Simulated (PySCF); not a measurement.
C5H10NOSi (doublet state).
Numbering: `[CH3:1][C@@H:2]1[CH2:3][CH:4][SiH2:5][N:6]1[CH:7]=[O:8]` (hydrogens: H9, H10, H11 on C1; H12 on C2; H13, H14 on C3; H15 on C4; H16, H17 on Si5; H18 on C7)

Geometry (GFN2-xTB, Å), atoms numbered from 1 in this order:
```
atom  x, y, z in Å
C1     1.6203    0.6522   -0.6401
C2     0.6749    0.2769    0.5024
C3     0.7233   -1.2387    0.7629
C4    -0.3546   -1.8906   -0.0148
Si5   -1.6627   -0.6949   -0.5380
N6    -0.6855    0.6049    0.1440
C7    -1.1914    1.8342    0.2207
O8    -2.3043    2.1106   -0.1663
H9     1.5122    1.7058   -0.8879
H10    2.6536    0.4643   -0.3582
H11    1.3756    0.0623   -1.5207
H12    0.9581    0.8396    1.4013
H13    1.7088   -1.6442    0.5154
H14    0.5702   -1.4335    1.8330
H15   -0.3286   -2.9594   -0.1337
H16   -1.8214   -0.5018   -1.9802
H17   -2.9378   -0.7688    0.1705
H18   -0.5194    2.5876    0.6782
```

The hyperfine couplings belong to this conformer and change with its torsions.

The calculation used UKS B3LYP, pcH-1 on C H N O Si, non-relativistic, mean-field spin-orbit, GIAO (PySCF). Isolated species at its GFN2-xTB geometry (one conformer only). The geometry wasn't refined by DFT: couplings that depend on bond lengths, twists or pyramidal angles can differ widely from those at the functional's own minimum. The SCF solution wasn't tested for stability.

**Question.** Give the principal g shifts and their parts.

**Answer.** 
```tsv
Δg (ppm)	1	2	3
relativistic mass correction	-129	-129	-129
gauge correction	-2	27	20
orbital Zeeman/spin–orbit	71	624	992
total	-60	522	884
```

So g = 2.00226, 2.00284, 2.00320 and g_iso = 2.00277; the tensor is rhombic: the two nearest values differ by 38 % of g3 − g1. Axes: g2 points within 9° of the C3–C4 bond and g3 points within 14° of the C4–Si5 bond.

**Question.** What effective moment and Curie constant follow for a powder?

**Answer.** With the mean of g² = 4.0111 and S(S+1) = 0.75: μ_eff = √(⟨g²⟩S(S+1)) = 1.734 μB and χT = 0.12505·⟨g²⟩·S(S+1) = 0.376 cm³ K/mol (cgs; spin-Hamiltonian part alone).

**Question.** At 9.621 GHz, how far is the centre of the isotropic spectrum from where a free electron (g = 2.002319) resonates?

**Answer.** B = hν/(g μB) with μB/h = 13.99624 MHz/mT gives 343.30 mT for the free electron and 343.22 mT at g_iso, 0.08 mT lower.

**Question.** In a frozen sample, at which fields do the three g values resonate at 9.5, 34, 94 and 263 GHz (hyperfine left aside), and which band first spreads them over more than twice a line width of 0.3 mT?

**Answer.** 
```tsv
band	GHz	B(g3) mT	B(g2) mT	B(g1) mT	spread mT
X	9.5	338.83	338.90	338.99	0.16
Q	34.0	1212.67	1212.89	1213.24	0.57
W	94.0	3352.67	3353.28	3354.25	1.58
J	263.0	9380.35	9382.05	9384.78	4.42
```

The spread grows in proportion to the frequency. W band is the first where it exceeds 0.6 mT.

The largest Mulliken spin populations are on C4 (+1.00), C3 (-0.09) and H14 (+0.06). C4 is the only atom above +0.15. The positive populations add up to 1.16 and the negative ones to -0.16, together 2S = 1. The angles at C4 add up to 359.8°, so it is planar; its axial dipolar tensor and the negative coupling of its proton fit spin in a p orbital normal to that plane.

The HOMO–LUMO gaps are 6.35 eV among the α and 4.53 eV among the β orbitals.

Time: 1.7 min of wall time (grids of density and orbitals included); peak memory 0.97 GiB. Hardware: one thread, Arm Neoverse V2 (aarch64) (shared host).
